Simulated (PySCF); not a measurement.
Working with the constants of CBr⁻

UHF-CCSD(T) constants of CBr⁻, ³Σ⁻ (triplet), unpaired electrons π ↑↑ (basis C aug-pcseg-1, Br aug-pcseg-1; no relativity; PySCF 2.14; masses 12.0000 and 78.9183 u):

```
ωe              : 346.0 cm⁻¹
ωexe            : 3.03 cm⁻¹
Be              : 0.3487 cm⁻¹
αe              : 0.00485 cm⁻¹
D (centrifugal) : 1.42e-06 cm⁻¹
De to C + Br⁻   : 1.20 eV
```

Give the vibrational terms G(v) and spacings up to v = 3.

G(v) = ωe(v+½) − ωexe(v+½)².

| v | G(v) (cm⁻¹) | G(v) − G(v−1) | Bv (cm⁻¹) |
| --- | --- | --- | --- |
| 0 | 172 |  | 0.3463 |
| 1 | 512 | 340 | 0.3414 |
| 2 | 846 | 334 | 0.3366 |
| 3 | 1174 | 328 | 0.3317 |

How well does the Morse estimate ωe²/(4ωexe) reproduce De, and what is D0?

It gives 1.22 eV, 102 % of the computed De. D0 = De − G(0) = 1.20 − 0.02 = 1.18 eV.

Correlated steps freeze 10 core orbitals. Correlated levels converge slowly with the basis: in double zeta they bind strong bonds too weakly, by up to about 1 eV, and carry superposition errors of some tenths. Spin–orbit coupling is left out. For an ion De counts to the pair picked by the measured ionisation energies or electron affinities, which need not be the lowest pair at this level. The state is the lowest determinant that a PBE0 search found; another state may lie lower at other levels.
